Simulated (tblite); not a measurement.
Isomers of C4H6FO2Si (doublet state). Method: GFN2-xTB as coded in tblite; computed harmonic values from a numerical Hessian at the method's own geometry, unscaled. The method is semi-empirical: single wavenumbers can be off by several per cent or more. Modes of hydrogen on silicon can be 10 to 20 % off. One conformer each. Open shells enter through the occupations alone, without spin polarisation, and single modes of such species can be off by tens of per cent.

Electronic energies: GFN2-xTB at the same geometries; isomer energies are rough at this level and their order can be wrong.

```tsv
SMILES	electronic energy, lowest = 0 (kcal/mol)
[H]/[C]=C(/F)C(=O)C[SiH2]O	15.1
O=CC/C(F)=[C]\O[SiH3]	10.9
C=C(F)C(=O)C[SiH2][O]	0.0
```

**Question.** How do GFN2-xTB zero-point energies change the relative energies?

**Answer.** 
| SMILES | ZPE (kcal/mol) | of it from modes above 1550 cm⁻¹ | electronic (kcal/mol) | with ZPE, lowest = 0 (kcal/mol) | lowest mode (cm⁻¹) | rings |
| --- | --- | --- | --- | --- | --- | --- |
| C=C(F)C(=O)C[SiH2][O] | 54.7 | 29.2 | 0.0 | 0.0 | 34 | 0 |
| O=CC/C(F)=[C]\O[SiH3] | 53.6 | 27.6 | 10.9 | 9.8 | 8 | 0 |
| [H]/[C]=C(/F)C(=O)C[SiH2]O | 54.7 | 29.8 | 15.1 | 15.1 | 36 | 0 |

The zero-point energies span 1.1 kcal/mol, from `O=CC/C(F)=[C]\O[SiH3]` to `[H]/[C]=C(/F)C(=O)C[SiH2]O`. The order is unchanged.
